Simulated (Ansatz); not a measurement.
Relaxation of CHOSSi (5 atoms, charge 0, multiplicity 2), to a largest force component of 0.02 eV/Å in at most 50 steps.

The calculation used Ansatz, UKS PBE0/def2-SVP.

```xyz
5
Properties=species:S:1:pos:R:3:forces:R:3
O 0.459 0.486 -1.696 -0.25 0.01 0.91
C 0.104 0.678 -0.547 -0.07 0.15 -1.82
Si 0.211 -0.663 0.772 0.20 -1.45 1.38
S -0.699 -2.205 1.642 0.22 0.95 -0.71
H -0.074 1.704 -0.172 -0.11 0.35 0.25
```

Question: Where does it end, and by what steps?

Answer: It converged. After 16 steps the energy has fallen by 0.353 eV; S4 moved furthest, 0.56 Å.

```json
{"step": "0", "energy less start (eV)": "0.0000", "largest force component (eV/Å)": "1.822", "accepted": "yes"}
{"step": "1", "energy less start (eV)": "-0.1472", "largest force component (eV/Å)": "0.924", "accepted": "yes"}
{"step": "2", "energy less start (eV)": "-0.2864", "largest force component (eV/Å)": "1.468", "accepted": "yes"}
{"step": "3", "energy less start (eV)": "-0.2998", "largest force component (eV/Å)": "1.804", "accepted": "yes"}
{"step": "4", "energy less start (eV)": "-0.3298", "largest force component (eV/Å)": "0.460", "accepted": "yes"}
{"step": "5", "energy less start (eV)": "-0.3311", "largest force component (eV/Å)": "0.537", "accepted": "yes"}
{"step": "6", "energy less start (eV)": "-0.3398", "largest force component (eV/Å)": "0.200", "accepted": "yes"}
{"step": "7", "energy less start (eV)": "-0.3414", "largest force component (eV/Å)": "0.316", "accepted": "yes"}
{"step": "8", "energy less start (eV)": "-0.3450", "largest force component (eV/Å)": "0.137", "accepted": "yes"}
{"step": "9", "energy less start (eV)": "-0.3476", "largest force component (eV/Å)": "0.096", "accepted": "yes"}
{"step": "10", "energy less start (eV)": "-0.3484", "largest force component (eV/Å)": "0.098", "accepted": "yes"}
{"step": "11", "energy less start (eV)": "-0.3508", "largest force component (eV/Å)": "0.296", "accepted": "yes"}
{"step": "12", "energy less start (eV)": "-0.3523", "largest force component (eV/Å)": "0.128", "accepted": "yes"}
{"step": "13", "energy less start (eV)": "-0.3518", "largest force component (eV/Å)": "0.152", "accepted": "no"}
{"step": "14", "energy less start (eV)": "-0.3532", "largest force component (eV/Å)": "0.024", "accepted": "yes"}
{"step": "15", "energy less start (eV)": "-0.3534", "largest force component (eV/Å)": "0.021", "accepted": "yes"}
{"step": "16", "energy less start (eV)": "-0.3534", "largest force component (eV/Å)": "0.006", "accepted": "yes"}
```

```xyz
5
Properties=species:S:1:pos:R:3
O 0.424 0.464 -1.665
C 0.172 0.590 -0.510
Si 0.716 -0.765 0.884
S -0.911 -1.757 1.392
H -0.401 1.468 -0.101
```

Run time: 61 s on 2 threads of Arm Neoverse N1, on a shared host, peak memory 0.17 GiB.
